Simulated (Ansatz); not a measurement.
One change: `N[SiH]([SiH3])Cl` becomes `N[SiH](Cl)Br`.

Ansatz, PBE0-D4/def2-TZVP geometries, multiplicity 1. Each molecule was computed in one conformer, which needn't be the lowest.

Scalar relativity is left out up to krypton.

| property | `N[SiH]([SiH3])Cl` |
| --- | --- |
| LUMO energy (ωB97M-V/def2-TZVPP) / eV | 1.45 |
| LUMO energy (PBE0/def2-TZVPP) / eV | -0.22 |
| HOMO energy (ωB97M-V/def2-TZVPP) / eV | -10.01 |
| HOMO energy (PBE/def2-TZVPP) / eV | -6.57 |
| LUMO energy (PBE/def2-TZVPP) / eV | -1.05 |
| zero-point energy (PBE0-D4/def2-TZVP) / kJ/mol | 162.2 |

Problem. What does the change do to each property? (An estimate is asked.)

Solution. The calculation gave: 
```csv
property,`N[SiH](Cl)Br`,shift
LUMO energy (ωB97M-V/def2-TZVPP) / eV,1.98,0.53
LUMO energy (PBE0/def2-TZVPP) / eV,0.31,0.53
HOMO energy (ωB97M-V/def2-TZVPP) / eV,-10.34,-0.33
HOMO energy (PBE/def2-TZVPP) / eV,-6.68,-0.11
LUMO energy (PBE/def2-TZVPP) / eV,-0.65,0.40
zero-point energy (PBE0-D4/def2-TZVP) / kJ/mol,99.8,-62.4
```

With PBE0 the HOMO falls by 0.17 eV and the LUMO rises by 0.53 eV, so the gap widens by about 0.70 eV. PBE moves the HOMO by -0.11 eV and ωB97M-V by -0.33 eV. The zero-point energy changes by -62.4 kJ/mol with -9 modes.

Spin–orbit coupling is left out; it splits and shifts lone-pair levels of the heavy atoms by tenths of an eV.
